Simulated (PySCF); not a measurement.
# Cl(2+) (chlorine, charge +2) across methods

[Ne] 3s2 3p3, high-spin 4S determinant. Calculation: PySCF 2.14, in ANO-RCC-VTZP (5s4p2d1f, 34 functions); scalar relativity by spin-free X2C-1e.

| method | E (hartree) | mean ε 3s α (eV) | mean ε 3s β (eV) | mean ε 3p α (eV) | Σ⟨r²⟩ (bohr²) | ⟨S²⟩ |
| --- | --- | --- | --- | --- | --- | --- |
| LDA | -458.6959 | -46.226 | -42.582 | -33.037 | 15.38 | 3.750 |
| PBE | -460.0386 | -46.425 | -42.330 | -33.105 | 15.36 | 3.750 |
| revPBE | -460.1506 | -46.449 | -42.234 | -33.105 | 15.36 | 3.750 |
| M06-2X | -460.2196 | -51.395 | -45.547 | -36.306 | 15.36 | 3.751 |
| r2SCAN | -460.1916 | -47.837 | -42.371 | -33.792 | 15.36 | 3.750 |
| LC-wPBE | -460.0982 | -52.592 | -47.110 | -38.012 | 15.34 | 3.750 |
| r2SCANh | -460.1915 | -48.871 | -42.961 | -34.447 | 15.36 | 3.750 |
| UHF | -459.63481 | -57.731 | -46.821 | -39.700 | 15.49 | 3.751 |
| PBE0 | -460.0752 | -49.477 | -43.882 | -34.965 | 15.36 | 3.750 |
